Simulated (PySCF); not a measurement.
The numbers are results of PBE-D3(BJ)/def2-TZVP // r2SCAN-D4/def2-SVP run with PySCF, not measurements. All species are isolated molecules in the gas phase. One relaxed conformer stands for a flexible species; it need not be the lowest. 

Reference species: [Hf(NH2)3(H)] (neutral, multiplicity 1).

- HOMO: -5.74 eV
- HOMO–LUMO gap: 4.97 eV

Changed species: [Hf(H)4] (4 of 4 NH2 replaced by H; the reference has 1 of 4 NH2 replaced by H).

Task: What does the change do to the HOMO and HOMO–LUMO gap?

Result: the HOMO falls by 1.38 eV, to -7.12 eV; the HOMO–LUMO gap falls by 0.92 eV, to 4.05 eV.
